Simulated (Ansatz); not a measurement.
Ideal-gas functions of `[NH2][GaH][SeH]` at 800 K and 1 bar, from an Ansatz frequency run at PBE0-D4/def2-TZVP.

Molar mass 166.72 g/mol, point group Cs (symmetry number 1), electronic degeneracy 1, moments of inertia 36.967, 277.864, 314.83 u Å². Harmonic wavenumbers (cm⁻¹, unscaled): 133, 185, 215, 289, 343, 521, 540, 638, 715, 760, 1562, 2020, 2452, 3622, 3729.

Use S(trans) = R[1.5 ln M + 2.5 ln T − 1.1517]; rotational temperatures θ = 24.2544 K / I; S(rot) = R[ln(√π/σ · √(T³/θAθBθC)) + 1.5]; for each mode x = 1.438777 ν̃/T, S = R[x/(eˣ − 1) − ln(1 − e⁻ˣ)] and H = RT x/(eˣ − 1); 1 cm⁻¹ = 0.0119627 kJ/mol; R = 8.31446 J/(mol·K).

Problem. By hand: the entropy, in J/(mol·K).

Solution. Translation 193.2. Rotation: θ = 0.6561, 0.0873, 0.077 K, giving 123.1. Vibration, mode by mode: 20.23, 17.50, 16.27, 13.85, 12.46, 9.15, 8.88, 7.61, 6.77, 6.33, 2.01, 1.04, 0.55, 0.09, 0.08, in all 122.8. Electronic 0.0. Sum 439.1 J/(mol·K).

Problem. By hand: H − E and G − E in kJ/mol, counted from the electronic energy.

Solution. Zero-point energy ½ × 17724 × 0.0119627 = 106.0; thermal vibration 47.0; translation, rotation and pV give 4 RT = 26.6. H − E = 179.6 kJ/mol, and G − E = 179.6 − 800 × 439.1/1000 = -171.7 kJ/mol.

Vibration gives 28 % of the entropy, 20.2 J/(mol·K) of it from the mode under 150 cm⁻¹: soft modes count most, and the harmonic formula is weakest for them. The sum counts one conformer and one mirror image; others add a mixing term.
